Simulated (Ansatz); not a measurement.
Ideal-gas functions of GeH6Sn (`[GeH3][SnH3]`) at 298.15 K and 1 bar, from an Ansatz frequency run at PBE0-D4/def2-TZVP.

Molar mass 197.37 g/mol, point group C3v (symmetry number 3), electronic degeneracy 1, moments of inertia 14.018, 331.898, 331.898 u Å². Harmonic wavenumbers (cm⁻¹, unscaled): 84, 224, 321, 321, 501, 501, 661, 731, 731, 797, 884, 884, 1938, 1942, 1942, 2143, 2154, 2154.

Use S(trans) = R[1.5 ln M + 2.5 ln T − 1.1517]; rotational temperatures θ = 24.2544 K / I; S(rot) = R[ln(√π/σ · √(T³/θAθBθC)) + 1.5]; for each mode x = 1.438777 ν̃/T, S = R[x/(eˣ − 1) − ln(1 − e⁻ˣ)] and H = RT x/(eˣ − 1); 1 cm⁻¹ = 0.0119627 kJ/mol; R = 8.31446 J/(mol·K).

Problem. By hand: the entropy, in J/(mol·K).

Solution. Translation 174.8. Rotation: θ = 1.7302, 0.0731, 0.0731 K, giving 98.6. Vibration, mode by mode: 15.88, 8.06, 5.46, 5.46, 2.74, 2.74, 1.49, 1.14, 1.14, 0.88, 0.62, 0.62, 0.01, 0.01, 0.01, 0.00, 0.00, 0.00, in all 46.3. Electronic 0.0. Sum 319.7 J/(mol·K).

Problem. By hand: H − E and G − E in kJ/mol, counted from the electronic energy.

Solution. Zero-point energy ½ × 18913 × 0.0119627 = 113.1; thermal vibration 8.0; translation, rotation and pV give 4 RT = 9.9. H − E = 131.0 kJ/mol, and G − E = 131.0 − 298.15 × 319.7/1000 = 35.7 kJ/mol.

Vibration gives 14 % of the entropy, 15.9 J/(mol·K) of it from the mode under 150 cm⁻¹: soft modes count most, and the harmonic formula is weakest for them.
